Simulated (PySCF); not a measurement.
## How the functional moves excitation energies

Species: GaBr (singlet state).
Geometry (PBE0-D3(BJ)/def2-SVP, Å), atoms numbered from 1 in this order:
```
atom  x, y, z in Å
Ga1    1.210   -0.089    0.012
Br2   -1.161    0.002   -0.034
```

Linear-response calculations in the def2-SVPD basis (PySCF; singlets by full response, triplets Tamm–Dancoff, core orbitals frozen in the response; HF means time-dependent Hartree–Fock). 'Strongest' is the level of largest summed f among the singlets computed (10 roots, of which the last may lack a degenerate partner); it can jump between rows when another state enters that window. S1 is the lowest singlet of each run and needn't be the same state throughout; f(S1) is that of one state. Geometry: PBE0-D3(BJ)/def2-SVP; no solvent, vibrations or thermal averaging. The LDA/def2-SVPD calculation is non-relativistic and has no spin–orbit coupling, an omission that weighs most on bromine and gallium.

```tsv
functional	kind	S1 (eV)	f(S1)	strongest (eV)	T1 (eV)	HOMO (eV)	gap (eV)	ionisation energy, ΔSCF (eV)
LDA	LDA	4.44	0.051	6.99	3.51	-6.62	3.88	9.87
PBE	GGA	4.43	0.056	6.89	3.35	-6.44	3.89	9.60
B3LYP	global hybrid, 20% exact exchange	4.52	0.063	7.05	3.42	-7.24	5.18	9.72
PBE0	global hybrid, 25% exact exchange	4.57	0.073	7.17	3.28	-7.39	5.55	9.62
BHandHLYP	global hybrid, 50% exact exchange	4.67	0.085	7.29	3.33	-8.22	7.12	9.58
CAM-B3LYP	range-separated hybrid	4.60	0.071	7.25	3.38	-8.61	7.69	9.76
wB97X-D	range-separated hybrid	4.62	0.074	7.36	3.64	-9.16	8.92	9.79
LC-wPBE	range-separated hybrid	4.66	0.085	7.28	3.17	-9.79	9.92	9.70
HF	Hartree–Fock	4.74	0.132	7.58	2.69	-9.38	10.15	not settled
```

S1 runs from 4.43 eV (PBE) to 4.74 eV (HF), a spread of 0.31 eV, while the orbital gap spreads over 6.3 eV. Along PBE (0%), B3LYP (20%), PBE0 (25%), BHandHLYP (50%), HF (100%) S1 rises with the share of exact exchange. −ε(HOMO) comes closest to its own ΔSCF ionisation energy with LC-wPBE (+0.09 eV) and misses most with LDA (-3.25 eV). 'Not settled' means that the ion's SCF failed to converge or may have ended in another state than the lowest.
